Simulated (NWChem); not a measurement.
# Si$_{2}$H$_{4}$OCl$_{2}$; SMILES O[Si]([SiH3])(Cl)Cl

```xyz
9

O     -0.0011     0.0013     1.9840
Si     0.0011    -0.0061     0.3189
Si     0.0018    -2.2165    -0.4295
Cl    -1.6718     1.0007    -0.4149
Cl     1.6762     1.0006    -0.4101
H      0.0008     0.8773     2.4126
H     -1.2314    -2.9197     0.0627
H      0.0057    -2.1896    -1.9313
H      1.2318    -2.9209     0.0689
```
Atoms are numbered in this order, from 1.

Program: NWChem. Pople sets run with spherical d functions. STO-3G and 3-21G are far too small for this property and stand as cheap habits. Coordinates come from a PBE-D3(BJ)/def2-SVP optimisation. Field at 589 nm.

| level | isotropic polarisability (bohr³) | anisotropy (bohr³) |
|---|---|---|
| B3LYP/STO-3G | ___ | ___ |
| B3LYP/6-31G* | 70.6 | 17.2 |
| B3LYP/def2-SVP | 70.9 | 15.2 |
| B3LYP/def2-SVPD | 91.8 | 18.4 |

Task: What belongs in the gaps?

Result: 
- B3LYP/STO-3G, isotropic polarisability (bohr³): 37.2
- B3LYP/STO-3G, anisotropy (bohr³): 8.7
